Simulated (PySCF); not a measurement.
`C[Se]c1ccc[cH+]cc1`, [C8H9Se]+, charge +1

Molfile (atoms numbered from 1):
```
C8H9Se
     RDKit          3D

 18 18  0  0  0  0  0  0  0  0999 V2000
    3.3196   -0.3010   -0.0999 C   0  0  0  0  0  0  0  0  0  0  0  0
    2.2209    1.2279    0.3244 Se  0  0  0  0  0  2  0  0  0  0  0  0
    0.4948    0.5894    0.0279 C   0  0  0  0  0  0  0  0  0  0  0  0
   -0.5059    1.5637    0.2788 C   0  0  0  0  0  0  0  0  0  0  0  0
   -1.8786    1.4691    0.1729 C   0  0  0  0  0  0  0  0  0  0  0  0
   -2.6763    0.3728   -0.2164 C   0  0  0  0  0  0  0  0  0  0  0  0
   -2.2594   -0.8885   -0.5904 C   0  0  0  0  0  0  0  0  0  0  0  0
   -0.9379   -1.3730   -0.6694 C   0  0  0  0  0  0  0  0  0  0  0  0
    0.2608   -0.7380   -0.4027 C   0  0  0  0  0  0  0  0  0  0  0  0
    3.1130   -1.1370    0.5815 H   0  0  0  0  0  0  0  0  0  0  0  0
    4.3500    0.0447    0.0625 H   0  0  0  0  0  0  0  0  0  0  0  0
    3.2031   -0.5907   -1.1527 H   0  0  0  0  0  0  0  0  0  0  0  0
   -0.1375    2.5425    0.6071 H   0  0  0  0  0  0  0  0  0  0  0  0
   -2.4272    2.3805    0.4291 H   0  0  0  0  0  0  0  0  0  0  0  0
   -3.7557    0.5502   -0.2205 H   0  0  0  0  0  0  0  0  0  0  0  0
   -3.0434   -1.6022   -0.8587 H   0  0  0  0  0  0  0  0  0  0  0  0
   -0.8439   -2.4145   -0.9920 H   0  0  0  0  0  0  0  0  0  0  0  0
    1.1456   -1.3613   -0.5493 H   0  0  0  0  0  0  0  0  0  0  0  0
  1  2  1  0
  2  3  1  0
  3  4  2  0
  4  5  1  0
  5  6  2  0
  6  7  1  0
  7  8  1  0
  8  9  2  0
  9  3  1  0
  1 10  1  0
  1 11  1  0
  1 12  1  0
  4 13  1  0
  5 14  1  0
  6 15  1  0
  7 16  1  0
  8 17  1  0
  9 18  1  0
M  CHG  1   7   1
M  END
```

Computed, not measured: PySCF 2.14.0, quadratic response CAM-B3LYP/aug-cc-pVDZ first hyperpolarisability, Taylor convention, gas phase. Geometry: PBE0-D3(BJ)/def2-SVP.

The calculation is non-relativistic, which matters for the atoms heavier than Zn.

(1) Give the tensor of the static β(0;0,0) in the axes of these coordinates.

Answers

(1) In au, Taylor convention; rows are the first index (the induced dipole):
```csv
,xx,yy,zz,xy,xz,yz
x,+1254.0,+7.9,-16.8,+269.5,+158.0,+30.0
y,+269.5,-42.1,-19.8,+7.9,+30.0,+3.4
z,+158.0,+3.4,-27.4,+30.0,-16.8,-19.8
```
Norm of βᵢ = ⅓ Σⱼ (βᵢⱼⱼ + βⱼᵢⱼ + βⱼⱼᵢ): 1269.4 au, hyper-Rayleigh value 549.0 au.
